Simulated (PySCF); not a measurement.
A side-by-side comparison of computed properties.

First species: C₆H₈N₂Si.
InChI=1S/C6H8N2Si/c1-3-6-7-4-5(2)8(6)9/h1,4H,2,9H3

Second species: C₃H₆OP₂.
Structure used (GFN2-xTB), in Å, numbered top down from 1:
```xyz
12
C3H6OP2 angstrom
O      3.283    0.614    0.519
C      2.404    0.470   -0.228
P      1.264    0.302   -1.400
C      0.202   -0.945   -0.457
C     -0.618   -0.243    0.614
P     -1.177    1.419   -0.026
H     -0.457   -1.379   -1.215
H      0.824   -1.743   -0.049
H     -0.004   -0.058    1.501
H     -1.474   -0.855    0.912
H     -2.267    1.527    0.842
H     -1.979    0.891   -1.040
```

Levels: CAM-B3LYP/def2-SVPD for dipole moment, HOMO energy, LUMO energy, HOMO–LUMO gap, static isotropic polarisability and electronic spatial extent ⟨r²⟩ about the centre of nuclear charge; TDDFT CAM-B3LYP/def2-SVPD for lowest singlet excitation; TDA CAM-B3LYP/def2-SVPD for lowest triplet excitation (Tamm–Dancoff); GFN2-xTB for rotational constant A and rotational constant C. Geometries: GFN2-xTB. Each structure is a single optimised conformer of the isolated species, non-relativistic unless stated. Electronic properties by PySCF.

The conformers computed, where there is a choice (atom-mapped SMILES and torsion angles):
- `[O:1]=[C:2]=[P:3][CH2:4][CH2:5][PH2:6]`: C2–P3–C4–C5 77°, P3–C4–C5–P6 37°, H–P6–C5–C4 157°, H–P6–C5–C4 65°

Values for the first species:

| Property | Result |
| --- | --- |
| Dipole moment | 3.88 D |
| HOMO energy | -7.50 eV |
| LUMO energy | 0.41 eV |
| HOMO–LUMO gap | 7.91 eV |
| Lowest singlet excitation | 5.14 eV |
| Lowest triplet excitation (Tamm–Dancoff) | 3.54 eV |
| Static isotropic polarisability | 108.4 au |
| Electronic spatial extent ⟨r²⟩ about the centre of nuclear charge | 1391 bohr² |
| Rotational constant A | 2.075 GHz |
| Rotational constant C | 0.820 GHz |

Task: Estimate the same properties for the second species, and the change in each.

Result: 
```tsv
property	first	second	second less first
dipole moment	3.88 D	2.53 D	-1.35 D
HOMO energy	-7.50 eV	-7.49 eV	+0.01 eV
LUMO energy	0.41 eV	-0.72 eV	-1.13 eV
HOMO–LUMO gap	7.91 eV	6.77 eV	-1.14 eV
lowest singlet excitation	5.14 eV	2.67 eV	-2.47 eV
lowest triplet excitation (Tamm–Dancoff)	3.54 eV	2.34 eV	-1.20 eV
static isotropic polarisability	108.4 au	90.8 au	-17.6 au
electronic spatial extent ⟨r²⟩ about the centre of nuclear charge	1391 bohr²	973 bohr²	-418 bohr²
rotational constant A	2.075 GHz	3.783 GHz	+1.708 GHz
rotational constant C	0.820 GHz	1.308 GHz	+0.488 GHz
```

On the first: The polarisability is 16.07 Å³ as a volume (1 au = 0.148185 Å³), or 1.51 au for each of the 72 electrons. The vertical singlet–triplet gap S1 − T1 is 1.60 eV (TDDFT singlet less Tamm–Dancoff triplet; S1: HOMO→LUMO, weight 0.93; T1: HOMO→LUMO, weight 0.92).

On the second: The principal polarisabilities are 77.8, 82.9 and 111.7 au; their mean is the isotropic value. S1 lies 4.10 eV below the HOMO–LUMO gap; its leading configuration is HOMO→LUMO, weight 0.91.
